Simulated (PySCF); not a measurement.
Checking a proposed structure

A compound C₆H₁₁B gives the data below (simulated from a calculation) and was assigned the structure `B/C(=C\C)C(=C)C`.

13C{1H} NMR (computed): δ 158.1 (CH), 145.5 (CH), 145.0 (CH), 131.8 (CH2), 17.1 (CH3, 2C).

1H NMR (500 MHz, computed): δ 7.17 (m, 1H), 6.85 (ddt, J = 14.9, 12.7, 1.1 Hz, 1H), 6.42 (dt, J = 14.9, 1.3 Hz, 1H), 5.67 (ddt, J = 11.2, 2.1, 1.2 Hz, 1H), 5.64 (ddd, J = 18.1, 2.1, 1.0 Hz, 1H), 1.00 (s, 6H).

No solvent model, relativity neglected, one conformer, rapidly exchanging positions averaged. PBE0-D3(BJ)/def2-SVP geometry; PBE0/pcSseg-1 with gauge-including orbitals; J couplings at B3LYP/pcJ-1 (spin–dipole term only in couplings to heteroatoms); PySCF.

Scale: TMS for 1H (31.27 ppm), 13C (184.41 ppm) (reference shieldings calculated alike).

Question: Compare with the shifts computed for the proposed structure, pairing carbons in order of shift.

Answer: Mapped SMILES: `[BH2:1]/[C:2](=[CH:3]\[CH3:4])[C:5](=[CH2:6])[CH3:7]` (H(Xn): hydrogen on atom n).

```
atom  computed for proposal  given list  difference
  C3                  164.9       158.1        +6.8
  C2                  151.3       145.5        +5.8
  C5                  150.5       145.0        +5.5
  C6                  124.4       131.8        -7.4
  C7                   22.7        17.1        +5.6
  C4                   21.7        17.1        +4.6
```

The rms difference is 6.0 ppm and the largest -7.4 ppm at C6 (terminal =CH2 carbon). The proposal also would give 6 carbon signals, not 5. The carbon types in order of shift don't match either: CH, C, C, CH2, CH3, CH3 for the proposal against CH, CH, CH, CH2, CH3, CH3 in the data. The proposal doesn't fit.

Question: Which isomer fits?

Answer: SMILES C=C/C=C\B(C)C.

- δC 158.1, 145.5, 145.0: alkene CH; the olefinic region.
- δC 131.8: terminal =CH2 carbon; the olefinic region.
- δH 7.17, 6.85, 6.42: hydrogen on an alkene CH; olefinic region.
- δH 5.67, 5.64: hydrogen on a terminal =CH2 carbon; olefinic region.
- The protons at 6.85 and 6.42 share a coupling of 14.9 Hz (vicinal, cis across C=C).

The shifts were computed for this structure.

A carbon bonded to boron is broadened by the quadrupolar boron nucleus and is often missing from a measured spectrum. Multiplet labels drop couplings under 1 Hz and merge nearly equal ones. Unscaled 3J(H,H) at this level run about 10 % above measured values. Shifts are as computed. Against solution values, carbons near 30 ppm lie about +2 ppm off and those near 130 ppm about +5 ppm. Of 1309 compounds with measured shifts, 239 miss one by over three times the rms of a fit or turn the order of signals round; such compounds aren't used in these exercises.
